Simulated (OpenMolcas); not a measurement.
A run on Ar+.

| Property | Result |
| --- | --- |
| Program | OpenMolcas 26.06 |
| Method | SS-RASPT2, IPEA 0 Eh, imaginary shift 0.1 Eh (closed shells correlated: 2s 2p 3s) |
| Basis | ANO-R3 [6s5p4d2f1g] |
| Scalar Hamiltonian | X2C, finite nucleus |
| Active space | 5 electrons in 9 orbitals (RAS2 3p; RAS3 3d 4s, at most 1 electron) |
| State averaging | 2S+1 = 2 odd, 3 roots; 2S+1 = 4 even, 18 roots; 2S+1 = 2 even, 46 roots |
| Spin-orbit coupling | RASSI with atomic mean-field integrals over the reference wave functions, term energies averaged over their components |

First CASPT2 step and the start of its output:

```
&CASPT2
Multistate=3 1 2 3
Frozen=1 0
IPEA=0.0
Imaginary=0.1
MaxIter=60
WThr=0.0 0.3 0.05
PrWF=0.5
NoMix
```

```
--- CASPT2 ---
Orbital specifications:
      -----------------------

      Symmetry species                           1   2
                                                ag  au
      Frozen orbitals                            1   0
      Inactive orbitals                          2   3
      Active orbitals                            6   3
      Secondary orbitals                        26  23
      Deleted orbitals                           0   0
      Number of basis functions                 35  29
Type of calculation                        MS-CASPT2
      Fock operator                              state-specific
      IPEA shift                                 0.00
      Real shift                                 0.00
      Imaginary shift                            0.10
      The input orbitals will be transformed to quasi-canonical
Reference energy:        -528.0888883272
      E2 (Non-variational):      -0.3835618049
      Shift correction:          -0.0001034335
      E2 (Variational):          -0.3836652384
      Total energy:            -528.4725535656
      Residual norm:              0.0000007670
      Reference weight:           0.96320
      Contributions to the CASPT2 correlation energy
      Active & Virtual Only:         -0.0481285857
      One Inactive Excited:          -0.1145561993
      Two Inactive Excited:          -0.2208770199
Reference energy:        -528.0888883272
      E2 (Non-variational):      -0.3835618049
      Shift correction:          -0.0001034335
      E2 (Variational):          -0.3836652384
      Total energy:            -528.4725535656
      Residual norm:              0.0000007670
      Reference weight:           0.96320
      Contributions to the CASPT2 correlation energy
      Active & Virtual Only:         -0.0481285857
...
```

Over all roots the printed reference weights run from 0.48 to 0.96, and roots that are degenerate in the reference spread by up to 390 cm-1.

Question: Did the run give usable levels, and if not, why?

Answer: No. The equations converged, but the reference weight falls to 0.48 for at least one root against 0.96 for the best. A drop of that size marks an intruder state, so the energies of such roots and the levels built on them can't be trusted.
